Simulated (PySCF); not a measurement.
C4H4Cl2, SMILES C(C(Cl)=C=C)Cl. Atoms are numbered in the order given.

```xyz
10

C      2.4234    -0.2206    -1.7568
C      1.3396    -0.3120    -1.0313
C      0.2404    -0.3948    -0.3205
Cl     0.1811    -1.4081     1.1168
C     -1.0251     0.3336    -0.6425
Cl    -1.4075     1.6112     0.5842
H      2.6078    -0.8983    -2.5989
H      3.1883     0.5358    -1.5439
H     -1.8795    -0.3564    -0.6505
H     -0.9380     0.8297    -1.6167
```
Charge 0, spin multiplicity 1.

Coordinates come from a B3LYP-D3(BJ)/def2-SVP optimisation. The values are those of a single conformer.

Two levels are set side by side: PBE/pcSseg-1 (PySCF) and PBE0/pcSseg-1 (PySCF). GIAO shifts against HCl (³⁵Cl), TMS (¹H), TMS (¹³C) at the same level; non-relativistic, no solvent, atoms listed together averaged. Without spin–orbit terms, shifts of atoms bonded to Cl or Br come out too high at both levels. Differences are taken from unrounded values.

```json
[
 {"quantity": "δ(¹³C) of C1 (ppm)", "PBE0": "91.4"},
 {"quantity": "δ(¹³C) of C2 (ppm)", "PBE0": "224.0"},
 {"quantity": "δ(¹³C) of C3 (ppm)", "PBE0": "118.8"},
 {"quantity": "δ(³⁵Cl) of Cl4 (ppm)", "PBE0": "219.7"},
 {"quantity": "δ(¹³C) of C5 (ppm)", "PBE0": "58.4"},
 {"quantity": "δ(³⁵Cl) of Cl6 (ppm)", "PBE0": "140.0"},
 {"quantity": "δ(¹H) of H7, H8 (ppm)", "PBE0": "5.87"},
 {"quantity": "δ(¹H) of H9, H10 (ppm)", "PBE0": "4.36"}
]
```

Question: What does PBE give, and how far is it from PBE0? (Estimate from the structure and the level; the computed values follow.)

Answer: 
| quantity | PBE | PBE minus PBE0 |
|---|---|---|
| δ(¹³C) of C1 (ppm) | 89.3 | -2.1 |
| δ(¹³C) of C2 (ppm) | 220.9 | -3.1 |
| δ(¹³C) of C3 (ppm) | 120.0 | 1.2 |
| δ(³⁵Cl) of Cl4 (ppm) | 250.8 | 31.1 |
| δ(¹³C) of C5 (ppm) | 60.8 | 2.5 |
| δ(³⁵Cl) of Cl6 (ppm) | 168.2 | 28.2 |
| δ(¹H) of H7, H8 (ppm) | 5.78 | -0.08 |
| δ(¹H) of H9, H10 (ppm) | 4.45 | 0.10 |

Rough cost on one machine, each run with all the roots and properties that it gave: PBE0 against PBE within a factor of 2.
